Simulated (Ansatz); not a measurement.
Cartesian coordinates in Å:
```
B 1.589 0.716 0.979
Si -0.294 0.414 0.410
N -1.140 -0.737 1.374
Si -0.176 -0.335 -1.817
F 0.889 -1.532 -1.965
H 2.236 1.536 0.396
H 2.130 0.095 1.847
H -0.966 1.752 0.273
H -0.957 -0.800 2.362
H -2.082 -1.017 1.157
H 0.259 0.764 -2.720
H -1.487 -0.857 -2.296
```

Total charge 0; spin multiplicity 1.

**Question.** List the PBE/def2-TZVPP orbital energies in eV (the Gaussian-basis code of Ansatz). (An estimate is asked.)

**Answer.** The calculation gave: Occupied: -1780.40, -1779.48, -659.66, -380.15, -177.50, -138.05, -137.23, -94.84, -94.75, -94.75, -93.97, -93.96, -93.93, -29.33, -21.16, -14.12, -13.06, -12.26, -11.71, -10.73, -10.46, -10.24, -9.65, -8.44, -8.10, -7.82, -6.75, -5.97. Lowest empty: -3.40, -1.14, -0.74, 0.46, 0.75, 1.05, 1.54, 1.62.
